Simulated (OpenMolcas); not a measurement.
## Cr3+: moving or changing the point charges

Cr3+ among 4 point charges of -2 e arranged as a tetrahedron (Td), 1.96 Å from the ion.
```
   1.1316    1.1316    1.1316  -2.00
   1.1316   -1.1316   -1.1316  -2.00
  -1.1316    1.1316   -1.1316  -2.00
  -1.1316   -1.1316    1.1316  -2.00
```

```json
{
 "Program": "OpenMolcas 26.06",
 "Method": "CASSCF",
 "Basis": "ANO-RCC-VTZP [6s5p3d2f1g]",
 "Scalar Hamiltonian": "DKH2, point nucleus",
 "Active space": "3 electrons in 5 orbitals (3d)",
 "State averaging": "2S+1 = 4 even, 10 roots; 2S+1 = 2 even, 40 roots",
 "Spin-orbit coupling": "RASSI with atomic mean-field integrals over the reference wave functions"
}
```

Runs around this geometry, states (labels of Td). Energies in cm-1 above the lowest state or level, χT in cm3 K/mol; under a threefold ground state the first gap can be a small split of the lowest multiplet, not the spin-orbit step; 10Dq and B are least-squares fits to the states below 45000 cm-1, weighted by degeneracy, with a free offset, and given where the rms deviation is under 5 % of |10Dq| (or 100 cm-1) and under 700 cm-1; 10Dq is negative for this site.

```csv
R (Å),q (e),Ground state,First state of that spin,10Dq,B (rms of fit),First gap with spin-orbit (degeneracies),χT at 300 K,First state of another spin
1.96,-1,4T1,4T2 768.9,-978,1153 (52),"112.9 (4, 2)",1.103,2T2 18101
1.85,-2,4T1,4T2 1755,-2191,1139 (69),"64.1 (4, 2)",1.226,2E 17674
1.96,-2,4T1,4T2 1372,-1723,1145 (60),"77.1 (4, 2)",1.189,2E 17934
2.08,-2,4T1,4T2 1058,-1328,1149 (55),"92.4 (4, 2)",1.149,2E 18065
```

Taking |10Dq| as R^-n, n = -ln(1328 / 2191) / ln(2.08 / 1.85) = 4.3 between the shortest and longest distance. The point-charge formula for a cubic d site gives n = 5.

Scaling the charges by -1 / -2 = 0.50 scales |10Dq| by 978 / 1723 = 0.57; with fixed orbitals a first-order splitting would follow the charge.

An orbital triplet at a regular site is open to Jahn-Teller coupling, which can distort the site and quench the lowest spin-orbit gaps and is left out. Without dynamic correlation the repulsion within the d shell is too large (B by tens of per cent), so at a given field states of lower spin stand too high. The ground term spreads over less than 5000 cm-1, several times less than with real ligands, so orbital moments are less quenched and χT lies further from the spin-only value than at real sites. Point charges carry no covalency, so the field is a model and not that of real ligands. No measured value stands beside these numbers.
